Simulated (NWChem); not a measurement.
disulfane (H$_{2}$S$_{2}$) in NWChem

SMILES: SS
```xyz
4

S      0.9155     0.4855     0.0553
S     -0.9155    -0.4855     0.0553
H      1.5366    -0.2680    -0.8848
H     -1.5366     0.2680    -0.8848
```
Charge 0, spin multiplicity 1.

Program: NWChem. All single points use one geometry, from PBE0/def2-SVP, a minimum by its harmonic frequencies. It is one conformer; others weren't searched.

Symmetry labels belong to the abelian group C2 used in the runs, with the axes of the coordinates shown; states degenerate in a higher group split over its labels.

**Question.** List the lowest 3 singlet excitations that TD-PBE/def2-SVPD gives, with oscillator strengths.

**Answer.** 
```csv
state,symmetry,energy (eV),wavelength (nm),f
1,a,4.40,282,0.005
2,b,4.44,280,0.010
3,a,5.58,222,0.005
```
